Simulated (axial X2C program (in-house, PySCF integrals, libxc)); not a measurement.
Outer orbitals of Br₂⁺ at 2.194 Å, PBE0

All values were computed with an in-house relativistic program for diatomic molecules. Spin-free means the one-electron spin-free X2C Hamiltonian; two-component (2c) means X2C with spin–orbit coupling and atomic mean-field two-electron Coulomb and Gaunt terms, so the difference of the two also holds small scalar two-electron terms. Basis: Br dyall-cv3z [8s9p6d4f1g] (cores contracted in-house); Gaussian nuclei, density fitting, unrestricted open shells. Masses: Br 78.918 u.

The distance is close to the 2c PBE0 minimum; the highest filled and lowest empty levels are listed.

Spin-free orbitals, state M_S = 1/2, Λ = 1 (beyond evenly filled blocks: π+α, π+β, π-α) (Löwdin shares):

```json
{"symmetry": "σα", "occupied": "yes", "ε (eV)": "-32.88", "atomic character": "88% Br s, 9% Br p"}
{"symmetry": "σβ", "occupied": "yes", "ε (eV)": "-32.37", "atomic character": "87% Br s, 9% Br p"}
{"symmetry": "σα", "occupied": "yes", "ε (eV)": "-29.08", "atomic character": "88% Br s, 9% Br p"}
{"symmetry": "σβ", "occupied": "yes", "ε (eV)": "-28.30", "atomic character": "88% Br s, 10% Br p"}
{"symmetry": "σα", "occupied": "yes", "ε (eV)": "-19.78", "atomic character": "89% Br p, 8% Br s"}
{"symmetry": "σβ", "occupied": "yes", "ε (eV)": "-19.53", "atomic character": "88% Br p, 10% Br s"}
{"symmetry": "π-α", "occupied": "yes", "ε (eV)": "-18.23", "atomic character": "97% Br p"}
{"symmetry": "π+α", "occupied": "yes", "ε (eV)": "-18.23", "atomic character": "97% Br p"}
{"symmetry": "π+β", "occupied": "yes", "ε (eV)": "-17.72", "atomic character": "97% Br p"}
{"symmetry": "π-β", "occupied": "yes", "ε (eV)": "-17.12", "atomic character": "97% Br p"}
{"symmetry": "π-α", "occupied": "yes", "ε (eV)": "-15.68", "atomic character": "98% Br p"}
{"symmetry": "π+α", "occupied": "yes", "ε (eV)": "-15.68", "atomic character": "98% Br p"}
{"symmetry": "π+β", "occupied": "yes", "ε (eV)": "-15.02", "atomic character": "98% Br p"}
{"symmetry": "π-β", "occupied": "no", "ε (eV)": "-12.93", "atomic character": "98% Br p"}
{"symmetry": "σα", "occupied": "no", "ε (eV)": "-10.25", "atomic character": "77% Br p, 17% Br d, 5% Br s"}
{"symmetry": "σβ", "occupied": "no", "ε (eV)": "-9.99", "atomic character": "76% Br p, 17% Br d, 5% Br s"}
{"symmetry": "σα", "occupied": "no", "ε (eV)": "-2.38", "atomic character": "50% Br s, 32% Br d, 16% Br p"}
```

Spinors with spin–orbit coupling (state Ω = 3/2):

```json
{"ω": "1/2", "occupied": "yes", "ε (eV)": "-32.86", "atomic character": "88% Br s, 9% Br p", "λ mixture": "100% σ"}
{"ω": "-1/2", "occupied": "yes", "ε (eV)": "-32.36", "atomic character": "87% Br s, 9% Br p", "λ mixture": "100% σ"}
{"ω": "1/2", "occupied": "yes", "ε (eV)": "-29.06", "atomic character": "88% Br s, 9% Br p", "λ mixture": "100% σ"}
{"ω": "-1/2", "occupied": "yes", "ε (eV)": "-28.28", "atomic character": "88% Br s, 10% Br p", "λ mixture": "100% σ"}
{"ω": "1/2", "occupied": "yes", "ε (eV)": "-19.77", "atomic character": "89% Br p, 8% Br s", "λ mixture": "100% σ"}
{"ω": "-1/2", "occupied": "yes", "ε (eV)": "-19.52", "atomic character": "88% Br p, 9% Br s", "λ mixture": "99% σ, 1% π"}
{"ω": "-1/2", "occupied": "yes", "ε (eV)": "-18.39", "atomic character": "98% Br p", "λ mixture": "100% π"}
{"ω": "3/2", "occupied": "yes", "ε (eV)": "-18.05", "atomic character": "97% Br p", "λ mixture": "100% π"}
{"ω": "1/2", "occupied": "yes", "ε (eV)": "-17.88", "atomic character": "97% Br p", "λ mixture": "100% π"}
{"ω": "-3/2", "occupied": "yes", "ε (eV)": "-16.95", "atomic character": "96% Br p", "λ mixture": "100% π"}
{"ω": "-1/2", "occupied": "yes", "ε (eV)": "-15.83", "atomic character": "98% Br p", "λ mixture": "99% π, 1% σ"}
{"ω": "3/2", "occupied": "yes", "ε (eV)": "-15.46", "atomic character": "98% Br p", "λ mixture": "100% π"}
{"ω": "1/2", "occupied": "yes", "ε (eV)": "-15.18", "atomic character": "98% Br p", "λ mixture": "100% π"}
{"ω": "-3/2", "occupied": "no", "ε (eV)": "-12.72", "atomic character": "98% Br p", "λ mixture": "100% π"}
{"ω": "1/2", "occupied": "no", "ε (eV)": "-10.22", "atomic character": "77% Br p, 17% Br d, 5% Br s", "λ mixture": "100% σ"}
{"ω": "-1/2", "occupied": "no", "ε (eV)": "-9.95", "atomic character": "76% Br p, 17% Br d, 5% Br s", "λ mixture": "100% σ"}
{"ω": "1/2", "occupied": "no", "ε (eV)": "-2.38", "atomic character": "50% Br s, 32% Br d, 16% Br p", "λ mixture": "100% σ"}
```

(1) How does the gap between the highest filled and lowest empty level change from the spin-free to the 2c table?

Mulliken charges and populations of the two-component result (they depend on the basis, above all on diffuse functions):

Br1 0.50 e (s 7.97 p 16.44 d 10.08 f 0.01), Br2 0.50 e (s 7.97 p 16.44 d 10.08 f 0.01). ⟨Lz⟩ = 1.00 ħ and ⟨Sz⟩ = 0.50 ħ (0.25 and 0.25 on the two atoms), which add up to Ω.

One determinant describes the state; a PBE0 search over occupations chose it and may have missed a lower one. Density functionals use the spin component along the axis (collinear). The functionals have no current-density term, which raises determinants with orbital currents, atoms included.

Answers

(1) From 2.09 to 2.46 eV at PBE0, a change of 0.37 eV.
